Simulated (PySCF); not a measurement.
**Vibration and rotation of SbO⁺**

RHF-CCSD(T) constants of SbO⁺, ¹Σ⁺ (singlet), closed shell (basis Sb cc-pVDZ-PP with ECP28, O cc-pVDZ; scalar-relativistic core potentials; PySCF 2.14; masses 120.9038 and 15.9949 u):

* ωe: 835.9 cm⁻¹
* ωexe: 5.08 cm⁻¹
* Be: 0.35782 cm⁻¹
* αe: 0.00223 cm⁻¹
* De to Sb⁺ + O: 4.44 eV

What force constant and bond length do these constants imply?

Reduced mass μred = 14.126 u; k = 5.8918×10⁻⁷·μred·ωe² (u, cm⁻¹, mdyn/Å) = 5.82 mdyn/Å; Re = √(16.8576/(μred·Be)) (u, cm⁻¹, Å) = 1.826 Å.

Estimate the centrifugal constant D from the Kratzer relation and find the Dunham coefficient a1.

D = 4Be³/ωe² = 2.62e-07 cm⁻¹; a1 = −1 − αeωe/(6Be²) = -3.43.

Correlated steps freeze 5 core orbitals. Correlated levels converge slowly with the basis: in double zeta they bind strong bonds too weakly, by up to about 1 eV, and carry superposition errors of some tenths. These are scalar-relativistic numbers at best; spin–orbit coupling would shift them, the dissociation energy most. For an ion De counts to the pair picked by the measured ionisation energies or electron affinities, which need not be the lowest pair at this level. Where the molecule has an RHF reference, its open-shell atoms are computed with UHF. The CCSD T1 diagnostic is raised, a sign that a single reference may not be enough here.
